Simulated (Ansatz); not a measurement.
Basis sets compared for Al₉P₉H₂₄, a nanocrystal cut from wurtzite AlP (hydrogen-capped). The state is a singlet with charge 0. Geometry PBE-D4/def2-SVP. Ansatz on 2 threads of AMD EPYC 7R13 on a shared host and a share (18 GiB) of an NVIDIA H100 80GB HBM3; times are rough, and most runs start from earlier orbitals.

```xyz
42

Al    0.042    2.692    4.011
P     1.774    3.383    2.382
P    -0.848    0.894    2.656
Al   -1.932    1.682    0.677
Al    2.095    2.295    0.249
P    -0.080    2.323   -0.756
P    -2.885   -0.190   -0.463
Al   -4.156    0.461   -2.417
Al    0.056    1.209   -2.873
P    -2.206    1.260   -3.716
Al    0.700   -0.907    2.389
P     2.310   -0.027    0.799
P    -0.375   -2.658    1.169
Al   -1.436   -2.044   -0.883
Al    2.568   -1.260   -1.239
P     0.371   -1.060   -2.172
Al    1.014   -4.628    0.943
P     2.702   -3.563   -0.523
H    -0.991    3.914    4.088
H     0.844    2.113    5.272
H     1.658    4.781    2.097
H     3.060    3.413    3.007
H    -1.911    0.328    3.436
H    -2.929    2.908    0.903
H     3.276    2.917   -0.626
H    -0.299    3.700   -1.091
H    -3.854   -0.705    0.460
H    -5.038    1.765   -2.117
H    -4.698   -0.828   -3.202
H     1.143    1.781   -3.893
H    -2.427    2.599   -4.171
H    -2.164    0.619   -4.995
H     1.424   -1.374    3.733
H     3.590   -0.124    1.438
H    -1.460   -3.060    2.017
H    -2.110   -3.254   -1.678
H     3.771   -0.803   -2.183
H     0.434   -1.804   -3.395
H     1.776   -4.950    2.316
H     0.293   -5.734    0.036
H     4.013   -3.728    0.027
H     2.885   -4.336   -1.713
```

Single mean-field runs in def2-SVP, def2-TZVP are fitted with def2-universal-jkfit.

Binding counts from free atoms (Al doublet, P quartet, H doublet) in the same basis, without a counterpoise term.

```tsv
level	functions	energy (Eh)	HOMO (eV)	LUMO (eV)	binding per atom (eV)	wall time
PBE-D4/def2-SVP	444	-5264.7097	-6.26	-2.15	2.97	9.5 s
PBE0-D4/def2-SVP	444	-5265.2465	-7.32	-1.44	2.96	10 s
```

Estimate the rows for PBE-D4/def2-TZVP (with forces), PBE0-D4/def2-TZVP.


```tsv
level	functions	energy (Eh)	HOMO (eV)	LUMO (eV)	binding per atom (eV)	wall time
PBE-D4/def2-TZVP (with forces)	810	-5266.5200	-6.27	-2.42	2.95	17 s
PBE0-D4/def2-TZVP	810	-5267.0278	-7.30	-1.70	2.95	17 s
```
